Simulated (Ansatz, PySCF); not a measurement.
This PySCF input computes a PBE0/def2-TZVPD energy:

```python
from pyscf import gto, scf, dft

mol = gto.M(
    atom='''
    Ge   -0.00000000   -0.00000000   -0.32649326
    O     0.00000000    0.00000000    1.30597304
    ''',
    basis='def2-tzvpd',
    charge=0,
    spin=0,
    verbose=4,
)

mf = dft.RKS(mol, xc='pbe0').density_fit(auxbasis='def2-universal-jkfit')
mf.grids.level = 3
mf.conv_tol = 1e-9
mf.max_cycle = 100
mf.max_memory = 1500
mf.kernel()
if not mf.converged:
    mf = mf.newton()
    mf.kernel(mf.make_rdm1())
mf.analyze()
```

Write an input for the same energy in Ansatz (a program for electronic structure) and say what it gives.


Ansatz 0.2 input:
```yaml
crystal:
  periodic: [false, false, false]
  atoms:
    - {symbol: Ge, position_ang: [-0.00000000, -0.00000000, -0.32649326]}
    - {symbol: O, position_ang: [0.00000000, 0.00000000, 1.30597304]}
basis:
  gaussian:
    orbitals: def2-TZVPD
hamiltonian:
  xc: {name: PBE0}
output: {forces: true}
```
It gives -2151.91791 Eh, and PySCF -2151.91795 Eh, a difference of 0.04 mEh, from the treatment of integrals and grids.
